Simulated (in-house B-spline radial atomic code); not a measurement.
# Removing one electron from Er⁶²⁺

Closed shell [He] 2s2 (2p1/2)2. Computed with a B-spline radial code for spherical atoms: Koopmans values of Dirac-Hartree-Fock plus a diagonal self-energy, in second order or with its direct term screened (direct RPA, with the hole-particle interaction, or full time-dependent Hartree-Fock), linearised in energy; no-pair Dirac-Coulomb Hamiltonian, finite nucleus. Shifts add to the Koopmans value (the ΔSCF shift is orbital relaxation alone); the final value takes TDHF screening with Breit and QED.

The shells are closed in jj coupling only; the real ground state mixes other jj configurations.

Command:
```bash
python run_mb.py task.json out
```
Settings (nuclear radius in fm, box in bohr, cutoff in hartree; a minus after a letter marks j = l - 1/2):
```
basis_form          2
Z                   68
core_configuration  [He] 2s2 2p-2
rms_radius          5.2516
mass_number         166
speed_of_light      137.036
box_radius          2.188
lmax                7
intervals           56
virtual_cutoff      18496.0
```

Cost of the run: 2.3 s on 1 thread of Arm Neoverse N1 (shared host).

Energies in eV:

```
subshell  Koopmans  ΔSCF shift  second order  direct RPA  hole-particle    TDHF  Breit + QED     final
   2p1/2  15176.30      -1.564             ?           ?              ?       ?            ?         ?
   2s1/2  15412.32      -1.050        -0.929      -0.789         -1.341  -1.351      -29.004  15381.97
```

(1) What does the self-energy do to 2p1/2?

Results:

(1) It shifts the removal energy by 0.633 eV in second order, 0.875 with direct RPA, 0.510 with the hole-particle term and 0.471 with TDHF screening (quasi-particle weight 0.999); Breit and QED add -30.102 eV. The final value is 15146.67 eV, against 15146 ± 15 eV (NIST, tabulated theory).
